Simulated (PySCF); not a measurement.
Steps of a relaxation of Tl(OH)3

Tl(OH)3 (singlet). PySCF 2.14.0, RKS PBE0, Tl def2-SVP with ECP60, O def2-SVP, H def2-SVP; non-relativistic Hamiltonian with scalar-relativistic core potentials where named; density fitting; no spin-orbit coupling. Origin of the start: displaced along the imaginary mode. Columns: position (Å) and force (eV/Å). Energies are counted from the last step; some of the 22 steps are shown. Forces carry noise of the integration grid, about 0.01 to 0.03 eV/Å.

Run from Python with OMP_NUM_THREADS=2. Where DIIS fails, smearing, a level shift and second-order steps follow.
It took 47 s on 2 threads of Arm Neoverse V2 (shared host), from the converged density of the start.

```xyz
7
step 0  E = 0.441 eV
Tl    0.0000    0.0000    0.0243     0.00    0.00   -0.05
O     2.0793    0.0186   -0.1504     0.65   -0.35    1.52
H     2.4612   -0.2500    0.7376    -0.63    0.36   -1.50
O    -1.0558    1.7914   -0.1504    -0.02    0.74    1.52
H    -1.0141    2.2565    0.7376     0.00   -0.73   -1.50
O    -1.0235   -1.8100   -0.1504    -0.62   -0.39    1.52
H    -1.4471   -2.0065    0.7376     0.63    0.37   -1.50
```

```xyz
7
step 7  E = 0.130 eV
Tl    0.0000    0.0000    0.0951     0.01    0.00   -0.15
O     2.0491    0.2546    0.0046     0.19    0.02    0.20
H     2.4219   -0.4464    0.5590     0.08   -0.01   -0.15
O    -1.2450    1.6473    0.0046    -0.11    0.15    0.20
H    -0.8244    2.3206    0.5590    -0.03    0.07   -0.15
O    -0.8041   -1.9019    0.0046    -0.10   -0.18    0.19
H    -1.5975   -1.8743    0.5590    -0.05   -0.07   -0.15
```

```xyz
7
step 14  E = 0.018 eV
Tl    0.0000    0.0000    0.1667     0.01    0.00    0.06
O     2.0436    0.3304    0.1708     0.23   -0.25    0.09
H     2.4727   -0.5205    0.3690    -0.15    0.27   -0.11
O    -1.3079    1.6046    0.1708     0.10    0.33    0.09
H    -0.7856    2.4017    0.3690    -0.16   -0.27   -0.11
O    -0.7357   -1.9350    0.1708    -0.34   -0.08    0.10
H    -1.6871   -1.8812    0.3690     0.31    0.00   -0.11
```

Where does the relaxation end?

It converges at step 21 in C3h:
```xyz
7
step 21  E = 0
Tl    0.0000    0.0000    0.2530
O     2.0467    0.3388    0.2517
H     2.4759   -0.5278    0.2593
O    -1.3168    1.6031    0.2517
H    -0.7809    2.4081    0.2593
O    -0.7299   -1.9420    0.2517
H    -1.6950   -1.8803    0.2593
```

How did the contacts change?


| contact | start (Å) | end (Å) |
| --- | --- | --- |
| Tl1–O2 (OH) | 2.087 | 2.075 |
| Tl1–O4 (OH) | 2.087 | 2.075 |
| Tl1–O6 (OH) | 2.087 | 2.075 |
